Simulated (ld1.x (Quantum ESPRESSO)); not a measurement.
Ranking TM potentials for Al

All share these settings but for the change named:

Al (Z = 13), norm-conserving Troullier–Martins (Kleinman–Bylander form), made with ld1.x (Quantum ESPRESSO) 7.5 (PBE, scalar-relativistic). Core [Ne], reference 3s2 3p1. Waves: 3s (bound): rc 1.55 bohr; 3p (bound): rc 2.10 bohr. Local part: all-electron potential smoothed inside 1.30 bohr (lloc = -1). Core correction: none.

Cutoff: the first of the cutoffs (Ry, on a coarse ladder) from which the occupation-weighted sum of valence levels, in a spherical-Bessel basis at the reference potential, stays within 10 and 1 mRy of its value at 400 Ry; the density cutoff is not measured.

The base gives 18 Ry.

Of 6 variants that were run, those that failed, showed a ghost or another fault, or gave nearly equal values are left out.

A variant can come out equal or close to the base.

(1) Rank these variants from softest to hardest (loose cutoff).
A. wave 3p (bound): rc 2.10 bohr becomes 3p (bound): rc 2.12 bohr
B. wave 3p (bound): rc 2.10 bohr becomes 3p (bound): rc 1.40 bohr
C. wave 3p (bound): rc 2.10 bohr becomes 3p (bound): rc 1.68 bohr

Results:

(1) A (18 Ry), C (25 Ry), B (55 Ry).
